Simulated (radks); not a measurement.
Task: Radial electron density D(r) = 4 pi r^2 rho(r) of an atom or ion with 47 electrons. Method: scalar-relativistic Kohn-Sham, Wu-Cohen GGA, spin-polarised, spherical densities, finite nucleus; Fermi nuclear charge, rms radius of each element as measured or else 0.836 A^(1/3) + 0.57 fm; computed with a radial shooting solver on a logarithmic mesh with Libxc functionals.

```
   r/bohr * D(r) (the largest magnitude, 80.3, reaches the edge; | marks zero)
  0.00375 |        *
  0.00433 |          *
 0.005001 |             *
 0.005776 |               *
  0.00667 |                   *
 0.007703 |                      *
 0.008897 |                          *
  0.01036 |                              *
  0.01196 |                                  *
  0.01381 |                                     *
  0.01595 |                                        *
  0.01842 |                                          *
  0.02128 |                                          *
  0.02457 |                                         *
  0.02838 |                                        *
  0.03278 |                                      *
  0.03785 |                                    *
  0.04371 |                                    *
  0.05048 |                                      *
   0.0583 |                                          *
  0.06733 |                                               *
  0.07776 |                                                    *
  0.08981 |                                                      *
   0.1037 |                                                     *
   0.1198 |                                                *
   0.1383 |                                          *
   0.1598 |                                      *
   0.1845 |                                     *
   0.2131 |                                       *
   0.2461 |                                           *
   0.2842 |                                            *
   0.3282 |                                       *
   0.3791 |                               *
   0.4378 |                     *
   0.5056 |              *
   0.5839 |            *
   0.6743 |             *
   0.7787 |              *
   0.8994 |              *
    1.047 |           *
    1.209 |        *
    1.396 |     *
    1.613 |   *
    1.863 | *
    2.151 |*
    2.484 |*
    2.869 *
    3.313 *
    3.826 *
    4.419 *
    5.103 *
    5.894 *
    6.807 *
```

What is the nuclear charge?

Result: Z = 49. The innermost maximum, from 1s, lies near gamma/Z bohr with gamma = sqrt(1 - (Z/c)^2) = 0.934, here 0.0191 bohr (found: 0.0209), and its height grows with Z. The density is that of the indium ion In2+ in [Kr] 4d10 5s1; the configuration itself is not fixed sharply by these data, and Z only to a few units. D(r) has 4 maxima, at r = 0.0209, 0.0920, 0.271, 0.811 bohr, and minima at 0.0410, 0.177, 0.593 bohr, inside which lie 2.00, 11.14, 28.99 electrons.
